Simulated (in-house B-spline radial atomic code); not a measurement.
Re⁺. Computed with a B-spline radial atomic code. Model: non-relativistic spherical atom: semilocal Troullier-Martins pseudo-atom, one channel per l, against all electrons, high spin, G0W0 and RPA with empty states to l = 8, local potential for every l without a channel, a model core (radius 0 = none) keeps its share of the functional.

Without relativity these are model numbers for so heavy an element.

What the tables leave out is listed at the end.

The pseudopotential gives back the lowest level of each angular momentum of its own functional in the configuration it was made in; a second state of the same l is only approximately right. Exact exchange, RPA and GW see the smooth pseudo-orbitals and miss the exchange with the core, for which the functional's share stands in. The column with an uncorrelated core keeps all orbitals and exact exchange, and so separates missing core correlation from pseudisation. Only the three outermost levels and the lowest empty one were computed. RPA here is direct RPA, with no exchange kernel, and its energies carry an (l + 1/2)⁻⁴ tail. A hybrid on a potential with a model core restores only its own semilocal share of the core's exchange.

Command:
```bash
python run_psgw.py task.json out
```
Settings (lengths in bohr, energies in hartree):
```
Z                      75
electrons              74
configuration          [Xe] 4f14 5d5 6s1
generated_in           [Xe] 4f14 5d5 6s2
functional             lda,vwn
core_shells            9
radius_factor          1
core_correction        True
ion_configuration      [Xe] 4f14 5d5
```

Cost of the run: 2.1 min on 1 thread of Arm Neoverse N1 (shared host).

Given: made with LDA VWN5; model core radius 0.622 bohr; local radius 1.081 bohr; mean-field start LDA VWN5.

Valence shells of the generating configuration: 5s, 4f, 5p, 5d, 6s.

Channel: s 1.026, p 1.089, d 1.387, f 1.39 (radii in bohr).

Computed: largest level miss in the spin-unpolarised generating configuration 0.084 eV; valence RPA correlation energy all-electron orbitals -2.0096 hartree; valence RPA correlation energy pseudo -2.6026 hartree; all-electron RPA polarisability, core included 28.681 bohr³; pseudo-atom RPA polarisability 28.037 bohr³; ionisation by mean-field all-electron 15.34 eV; ionisation by RPA pseudo minus all 0.056 eV.

| level | occupied | mean-field all-electron (eV) | mean-field pseudo minus all (eV) | G0W0 all-electron (eV) | G0W0 uncorrelated core minus all (eV) | G0W0 pseudo minus all (eV) | exchange self-energy all-electron (eV) | exchange self-energy pseudo (eV) |
| --- | --- | --- | --- | --- | --- | --- | --- | --- |
| 6s up | 1 | -12.007 | -0.138 | -15.468 | 0.001 | -0.183 | -12.403 | -11.979 |
| 5d up | 1 | -15.305 | -0.055 | -20.466 | -0.045 | -0.541 | -28.515 | -27.206 |
| 5d down (empty) | 0 | -12.126 | -0.035 | -7.9884 | -0.035 | -0.472 | -10.875 | -9.4881 |

Question: What is the ionisation by mean-field pseudo minus all?

Answer: 0.169 eV.

Question: What is the ionisation by RPA all-electron?

Answer: 15.292 eV.

Given: mean-field start PBE0.

Computed: valence RPA correlation energy pseudo -2.5296 hartree; all-electron RPA polarisability, core included 25.969 bohr³; pseudo-atom RPA polarisability 25.583 bohr³; ionisation by mean-field all-electron 14.77 eV; ionisation by mean-field pseudo minus all 0.065 eV; ionisation by RPA all-electron 15.142 eV.

```csv
level,occupied,mean-field all-electron (eV),mean-field pseudo minus all (eV),G0W0 all-electron (eV),G0W0 uncorrelated core minus all (eV),G0W0 pseudo minus all (eV),exchange self-energy all-electron (eV),exchange self-energy pseudo (eV)
6s up,1,-12.367,-0.051,-15.276,0.002,-0.066,-12.136,-11.627
5d up,?,?,?,?,?,?,?,?
5p down,1,-51.592,0.049,-55.773,-0.057,-0.496,-38.255,-34.172
5d down (empty),0,-9.8332,-0.176,-7.344,-0.032,-0.32,-10.372,-9.3253
```

Question: What belongs in the row 5d up?

Answer: occupied: 1; mean-field all-electron (eV): -16.839; mean-field pseudo minus all (eV): -0.226; G0W0 all-electron (eV): -20.707; G0W0 uncorrelated core minus all (eV): -0.046; G0W0 pseudo minus all (eV): -0.506; exchange self-energy all-electron (eV): -28.787; exchange self-energy pseudo (eV): -27.866.

Question: What is the ionisation by RPA pseudo minus all?

Answer: 0.008 eV.

Question: What is the valence RPA correlation energy all-electron orbitals?

Answer: -1.9276 hartree.

Among the listed levels the largest G0W0 shift of the pseudo-atom is -0.54 eV, for 5d up on the LDA VWN5 start, while leaving the core uncorrelated moves that level by -0.04 eV. So pseudisation and the lost core exchange, not the missing core correlation, make the error. Not in the tables (levels of low weight, unsolved or above zero; the highest and the empty levels are kept at any weight): on LDA the G0W0 levels 5p down (pseudo minus all -0.74 eV, weights 0.72 and 0.76); no Hartree-Fock pseudo-atom is run with a model core.
